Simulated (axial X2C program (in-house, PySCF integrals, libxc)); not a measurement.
**Low determinants of TaN at the PBE0 level, 2c**

Calculated with an axial X2C code built on PySCF integrals. Two-component (2c) means X2C with spin–orbit coupling and atomic mean-field two-electron Coulomb and Gaunt terms. Basis: Ta dyall-cv3z [13s14p9d7f4g], N dyall-av3z [7s7p3d2f] (cores contracted in-house); Gaussian nuclei, density fitting, unrestricted open shells. Masses: Ta 180.948 u, N 14.003 u.

Search at 1.674 Å (vertical energies from the lowest determinant):

```tsv
ΔE (eV)	state	electrons beyond evenly filled partner blocks	electrons in ±ω = 1/2, 3/2, 5/2, 7/2
0.00	Ω = 0	none	48 22 8 2
0.04	Ω = 1	ω = -1/2, ω = 3/2	47 23 8 2
0.44	Ω = 3	ω = 1/2, ω = 5/2	47 22 9 2
0.69	Ω = 2	ω = 1/2, ω = 3/2	47 23 8 2
1.12	Ω = 2	ω = -1/2, ω = 5/2	47 22 9 2
1.89	Ω = 1	ω = -3/2, ω = 5/2	46 23 9 2
2.34	Ω = 2	2 × ω = 1/2, ω = -3/2, ω = 5/2	46 23 9 2
```

Lowest determinant, Ω = 0 (closed shell): Re = 1.660 Å, ωe = 1160.5 cm⁻¹.

The determinant in row 2 of the search, Ω = 1 (⟨Sz⟩ = -1.00, ⟨Lz⟩ = 2.00 at PBE0), was followed along the bond at PBE0; measured from the minimum of the lowest determinant it gives:

Te = 0.042 eV (335 cm⁻¹), Re = 1.672 Å, ωe = 1093.6 cm⁻¹.

Q: Compare the bond of the determinant in row 2 with that of the lowest one.

A: At PBE0 its Re is 0.012 Å longer and its force constant, which goes as ωe², is 0.89 times that of the lowest determinant. T0 ≈ Te + Δωe/2 = 335 + (-33) = 302 cm⁻¹.

The search compares states at one distance, so a state with another bond length can lie lower; it is not exhaustive and yields mostly the lowest determinant of each block pattern, so other components and higher states of one pattern are missing. These are energies of single determinants, not of spin-adapted states; PBE0 term energies can be off by some tenths of an eV, and the functional has no current term. Open-shell Ω = 0 determinants with evenly filled partner blocks cannot be reached by this program, so the Ω shown need not be the lowest component. The lowest determinant need not be the ground state where others lie within half an eV.
